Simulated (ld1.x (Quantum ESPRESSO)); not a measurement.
## u(r) = r·R(r): atom against pseudo-atom (Sc (Z = 21))

Columns: radius, all-electron u(r) and pseudo u(r) of the 3s shell (level -54.73 eV) of scandium in the configuration [Ne] 3s2 3p6 3d1 4s2 4p0; BLYP, scalar-relativistic, TM scheme, ld1.x (Quantum ESPRESSO) 7.5.

```
r (bohr)  all-electron  pseudo
   0.095        0.0074  0.1196
   0.190       -0.5064  0.2399
   0.285       -0.4999  0.3611
   0.380       -0.1829  0.4835
   0.475        0.2124  0.6060
   0.570        0.5617  0.7257
   0.665        0.8197  0.8366
   0.760        0.9816  0.9301
   0.855        1.0599  0.9959
   0.950        1.0733  1.0253
   1.045        1.0411  1.0153
   1.140        0.9793  0.9696
   1.235        0.9006  0.8984
   1.330        0.8142  0.8140
   1.425        0.7264  0.7264
   1.520        0.6412  0.6412
   1.615        0.5612  0.5612
   1.710        0.4879  0.4879
   1.805        0.4217  0.4217
   1.900        0.3628  0.3628
   1.995        0.3108  0.3108
   2.090        0.2654  0.2654
   2.185        0.2260  0.2260
   2.280        0.1919  0.1919
   2.375        0.1626  0.1626
   2.470        0.1375  0.1375
```

Task: How many radial nodes do the two functions have?

Result: The all-electron 3s function has n − l − 1 = 2; the pseudo-wave has 0, since the states of the same l below it are removed with the core.

Task: At about which radius was the pseudo-wave matched?

Result: 1.45 bohr. The columns agree to 0.0005 from 1.33 bohr on; several derivatives are matched, so the curves merge somewhat inside the radius.

Task: Where does each function peak?

Result: Outermost all-electron maximum near 0.95 bohr, pseudo maximum near 0.95 bohr (to the table’s step).

Task: Is the pseudo-wave norm-conserving?

Result: Yes: the TM scheme keeps the norm inside the radius equal to the all-electron one, which fixes the energy derivative of the logarithmic derivative at the level.
